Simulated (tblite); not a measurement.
C₅H₉FOSi.
Numbering: `[CH2:1]=[CH:2][C@@:3]([F:4])([CH:5]=[O:6])[CH2:7][SiH3:8]` (hydrogens: H9, H10 on C1; H11 on C2; H12 on C5; H13, H14 on C7; H15, H16, H17 on Si8)

Structure optimised with GFN2-xTB, isolated species.

(1) What internal coordinates does the optimisation give?

Results:

(1) 
```csv
bond,length (Å)
C1=C2,1.320
C2–C3,1.511
C3–F4,1.406
C3–C5,1.506
C5=O6,1.199
C3–C7,1.513
C7–Si8,1.916
C1–H9,1.077
C1–H10,1.077
C2–H11,1.081
C5–H12,1.103
C7–H13,1.091
C7–H14,1.089
"Si8–H15, Si8–H16",1.458
Si8–H17,1.473
```

Bonds in one row agree within 0.01 Å and their mean is given. A selection of angles:
```csv
angle,degrees
C2–C1–H9,122.8
C2–C1–H10,121.0
H9–C1–H10,116.2
C1–C2–C3,124.3
C1–C2–H11,121.0
C3–C2–H11,114.7
C2–C3–F4,107.9
C2–C3–C5,109.8
C2–C3–C7,112.0
F4–C3–C5,107.2
F4–C3–C7,110.3
C5–C3–C7,109.6
C3–C5–O6,122.8
C3–C5–H12,115.0
O6–C5–H12,122.2
C3–C7–Si8,111.9
C3–C7–H13,108.5
C3–C7–H14,108.5
Si8–C7–H13,109.8
Si8–C7–H14,111.1
H13–C7–H14,106.9
C7–Si8–H15,110.7
C7–Si8–H17,103.3
H15–Si8–H16,114.9
H15–Si8–H17,107.7
```

Torsions: C1–C2–C3–F4 -80° (synclinal); C2–C3–C5–O6 82° (synclinal); C2–C3–C7–Si8 -69° (synclinal).

Of the pairs four or more bonds apart, O6···Si8 is among the closest relative to their van der Waals radii: 2.65 Å, 73 % of the sum of Bondi's values. The C–C distances run from 1.320 Å (C1=C2, drawn double) to 1.513 Å (C3–C7, drawn single), a spread of 0.193 Å. Si8 (SiH3 silicon) is distorted tetrahedral (angles from 103.3° to 114.9°).

Point group: C1 (no symmetry element, even within 0.4 Å). GFN2-xTB frequencies show an imaginary mode (57i cm⁻¹), so the point is no minimum at that level.

The run took 1.1 s wall on an Arm Neoverse N1 with one thread, no GPU, shared host. That covers the optimisation of the geometry.

The numbers are calculated, not measured.
